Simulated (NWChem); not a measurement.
C₂H₆O₂Si; SMILES CC(=O)[SiH2]O

```xyz
11

C      0.6090    -2.1055     0.0000
C     -0.1544    -0.8015     0.0000
O     -1.3815    -0.7735     0.0000
Si     0.6721     0.9555     0.0000
O     -0.6534     1.9488     0.0000
H      1.2626    -2.1554    -0.8813
H      1.2626    -2.1554     0.8813
H     -0.0793    -2.9556     0.0000
H      1.5225     1.1268    -1.2086
H      1.5225     1.1268     1.2086
H     -1.4528     1.3862     0.0000
```
Atoms are numbered in this order, from 1.

Computed with NWChem. Pople sets run with spherical d functions. All runs use the structure optimised with B3LYP/6-31G* (spherical d). B3LYP is NWChem's, with the RPA form of VWN correlation. Level: B3LYP/6-31G* with SMD (1 M gas to 1 M solution), gas-phase geometry. Reactions with the solvent are ignored.

```tsv
solvent	dielectric constant	solvation free energy (kcal/mol)	cavity-dispersion-structure term (kcal/mol)	dipole in solution (D)
water	78.4	-4.2	4.0	3.70
dimethyl sulfoxide	46.8	-4.8	-0.8	3.43
cyclohexane	2.02	?	-1.2	?
ethanol	24.9	-5.7	1.6	3.61
1-propanol	20.5	-5.6	1.7	3.60
ethyl acetate	5.99	-5.0	-1.7	3.32
```

Some entries are withheld; supply them.


- cyclohexane, solvation free energy (kcal/mol): -3.1
- cyclohexane, dipole in solution (D): 3.08
